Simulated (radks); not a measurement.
Values are calculated unless marked as measured or tabulated.
Isoelectronic series with 6 electrons, each ion in its NIST ground configuration. Level of theory: Dirac Kohn-Sham, BLYP, spin-unpolarised, spherical densities, point nucleus; open shells are shared between the two j in proportion to 2j + 1 (a radial shooting solver on a logarithmic mesh with Libxc functionals). Total energies (hartree) and mean radii <r> (bohr):

| ion | configuration | E (hartree) | 2p3/2 | 2p1/2 | 2s1/2 |
|---|---|---|---|---|---|
| C | [He] 2s2 2p2 | -37.81761 | 1.804 | 1.802 | 1.572 |
| N+ | [He] 2s2 2p2 | -54.01948 | 1.276 | 1.275 | 1.246 |
| O2+ | [He] 2s2 2p2 | -73.24168 | 1.002 | 1.001 | 1.030 |
| F3+ | [He] 2s2 2p2 | -95.48195 | 0.8282 | 0.8271 | 0.8774 |
| Ne4+ | [He] 2s2 2p2 | -120.74165 | 0.7072 | 0.7060 | 0.7643 |
| Mg6+ | [He] 2s2 2p2 | -180.33218 | 0.5485 | 0.5472 | 0.6077 |
| Al7+ | [He] 2s2 2p2 | -214.67164 | 0.4935 | 0.4921 | 0.5512 |
| Si8+ | [He] 2s2 2p2 | -252.04743 | 0.4486 | 0.4471 | 0.5043 |
| P9+ | [He] 2s2 2p2 | -292.46545 | 0.4113 | 0.4097 | 0.4647 |
| S10+ | [He] 2s2 2p2 | -335.93217 | 0.3797 | 0.3780 | 0.4308 |
